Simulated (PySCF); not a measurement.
**Ni²²⁺: ionisation energy**

Ni²²⁺ [He] 2s2 2p2 (3P) → Ni²³⁺ [He] 2s2 2p1 (2P), as a difference of total energies. Calculation: PySCF 2.14, in an uncontracted even-tempered set (19 s from 5.1 bohr⁻², ratio 2.2; 11 p from 6.6 bohr⁻², ratio 2.2; 6 d from 28 bohr⁻², ratio 2.4; 5 f from 42 bohr⁻², ratio 2.4; 4 g from 63 bohr⁻², ratio 2.4); the spin-free X2C one-electron Hamiltonian (Gaussian nucleus). Correlated levels: nothing frozen; virtual orbitals above 40 to 60 times the deepest correlated orbital energy dropped. The calculations carry no spin-orbit coupling.

```
                 method  ionisation energy (eV)
                    UHF                  2006.3
                    LDA                  2004.9
                    PBE                  2006.0
                   PBE0                  2006.3
                 r2SCAN                  2008.0
                 M06-2X                  2006.5
                 PBEsol                  2004.9
    MP2 (all electrons)                  2006.1
SCS-MP2 (all electrons)                  2005.7
```

A first-order spin-orbit estimate (lowest level to lowest level, LS coupling) adds -0.467 eV.

For comparison: 2008.1 ± 1.3 eV (semi-empirical (NIST evaluation); NIST Atomic Spectra Database, ionization energies).
